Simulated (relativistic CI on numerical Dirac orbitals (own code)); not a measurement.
**Fe3+ in a cubic cluster: L2,3 absorption with charge transfer**

Computed with a charge-transfer multiplet model of a cubic metal-ligand cluster with up to 3 ligand holes, Slater and spin-orbit integrals from Dirac-Coulomb-Breit ions, Slater integrals scaled by 0.8. The parameters are those of a tetrahedral site (10Dq negative, t2 hopping the larger). The ground state mixes d5 with configurations of k ligand holes L, whose averages lie at kΔ + k(k − 1)U_dd/2; a core hole lowers each added d electron by U_cd. 300 K, Lorentzian 0.4 eV and Gaussian 0.3 eV FWHM.

Atomic integrals in eV (Slater integrals scaled, ζ unscaled), ground: F2dd 9.587, F4dd 5.993, zeta_d 0.056; with the core hole: F2dd 10.208, F4dd 6.385, zeta_d 0.075, zeta_core 8.130, F2cd 5.984, G1cd 4.514, G3cd 2.566.

Cluster parameters (eV): U_dd = 6.4, U_cd = 7.6, 10Dq = -0.45, 10Dq(ligand) = 0, V(eg) = 1.15, V(t2g) = -1.95, final-state hopping factor = 0.9.

Weights, n_d and S are thermal averages at 300 K. Photon energies count from the first peak over 30 % of the highest in each spectrum, which can be another peak from case to case. The parameters are a model scan and need not match a compound or its usual spin state. Peaks in eV (height, largest 100): -1.8 (11), 0.0 (100), 3.8 (10), 4.0 (10), 5.4 (6), 11.6 (11), 12.4 (16), 13.7 (23).

Which parameters give this spectrum?
A. Δ = -0.6 eV
B. Δ = 5.4 eV
C. Δ = 2.4 eV

A. Δ = -0.6 eV; the ground state then has 5.59 d electrons and S = 2.50. The choice follows from running the model for each set and comparing peak positions and heights.
